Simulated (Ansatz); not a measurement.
Input file for Ansatz (a quantum-chemistry and plane-wave program): R-wB97M-V/def2-TZVPP on BrH2Sb (SMILES [Br][SbH2]), atoms moved off the minimum. Elements past Kr take the def2 small-core potentials; no spin–orbit coupling.

Ansatz 0.2 input:
```yaml
crystal:
  periodic: [false, false, false]
  atoms:
    - {symbol: Sb, position_ang: [-0.48843353, -0.87462169, 0.57813842]}
    - {symbol: H, position_ang: [-0.26619084, -2.06251895, -0.42440956]}
    - {symbol: H, position_ang: [-2.12374911, -0.19202516, -0.34329335]}
    - {symbol: Br, position_ang: [0.83956163, 0.96368639, -0.84327822]}
basis:
  gaussian:
    orbitals: def2-TZVPP
hamiltonian:
  xc: {name: wB97M-V}
scf: {lower_state_search: off}
output: {forces: true}
```

The log:

```
WARN ansatz: RAYON_NUM_THREADS=1 ignored (pool sized by the plan → 1); use --threads N
Functional definition: wB97M-V
these checks for a lower state are left out or cut short: stability, starts, cluster_reference, orbital_swaps, neighbouring_geometries, increment
integrals: 0.07 GiB planned
947 factors; their error is unknown
integrals: 0.10 GiB planned
175 factors; integrals over basis functions are off by at most 4.7e-5 eV
mean field: 0.62 GiB planned
mean field evaluation 1: about -76610.3345 eV, gradient 1.3e1 eV
mean field evaluation 2: about -76610.6799 eV, gradient 1.1e1 eV
mean field evaluation 4: about -76610.9637 eV, gradient 4.6e-1 eV
mean field evaluation 8: about -76611.3187 eV, gradient 4.8e-1 eV
mean field evaluation 16: about -76611.3190 eV, gradient 1.1e-4 eV
mean field -76611.31898178 eV, -2815.4140435633 hartree, gradient 4.0e-6 eV, S^2 0.000000; 0 other end points of the search recorded, 0 dependent functions left out
the calculation of the forces begins
reference -76611.31902445 eV, -2815.4140451314 hartree; 30, 30 occupied and 96, 96 virtual orbitals, 947 factors
Total energy: -76611.31902445 eV, -2815.4140451314 hartree
Atom 0 at    -0.488434    -0.874622     0.578138 Å, force    -1.737420     3.998800    -0.149482 eV/Å
Atom 1 at    -0.266191    -2.062519    -0.424410 Å, force     0.316759    -1.790141    -1.814675 eV/Å
Atom 2 at    -2.123749    -0.192025    -0.343293 Å, force     1.940227    -1.121693     1.205383 eV/Å
Atom 3 at     0.839562     0.963686    -0.843278 Å, force    -0.519566    -1.086966     0.758774 eV/Å
Dipole moment:    -0.233859    -0.532133     0.370025 e Å
Checks for a lower state left out: stability, starts, cluster_reference, orbital_swaps, neighbouring_geometries, increment
```

The run converged.

Cost: around 6 core-seconds (rough).
